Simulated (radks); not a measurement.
Species: Sr+. Configuration: [Kr] 5s1. Calculated with a radial shooting solver on a logarithmic mesh with Libxc functionals: scalar-relativistic Kohn-Sham, exchange-only PBE, spin-polarised, spherical densities, point nucleus; open shells are filled with parallel spins first (spin-orbit coupling, left out, can overturn this in heavy ions).

Unscreened Slater integrals over Kohn-Sham orbitals (hartree). They are taken over the spin-up orbitals. Empty in this configuration: 4d.

integral       value
F0(5s,5s)    0.22829
F0(5s,4p)    0.28599
G1(5s,4p)   0.022032
F0(5s,4s)    0.29013
G0(5s,4s)   0.012873
F0(5s,3d)    0.30726
G2(5s,3d)  0.0065035
F0(5s,4d)    0.25315
G2(5s,4d)   0.089831
F0(4p,4p)    0.57405
F2(4p,4p)    0.29998
F0(4p,4s)    0.61347
G1(4p,4s)    0.41036
F0(4p,3d)    0.74919
F2(4p,3d)    0.16071
G1(4p,3d)   0.052087
G3(4p,3d)   0.049175
F0(4p,4d)    0.38510
F2(4p,4d)    0.15854
G1(4p,4d)    0.17936
G3(4p,4d)    0.10659
F0(4s,4s)    0.66310
F0(4s,3d)    0.84702
G2(4s,3d)   0.069966
F0(4s,4d)    0.39655
G2(4s,4d)    0.11192
F0(3d,3d)     1.8338
F2(3d,3d)    0.89002
F4(3d,3d)    0.56253
F0(3d,4d)    0.43058
F2(3d,4d)   0.049558
F4(3d,4d)   0.018757
G0(3d,4d)   0.014956
G2(3d,4d)   0.015873
G4(3d,4d)   0.011697
F0(4d,4d)    0.30575
F2(4d,4d)    0.14557
F4(4d,4d)   0.092023
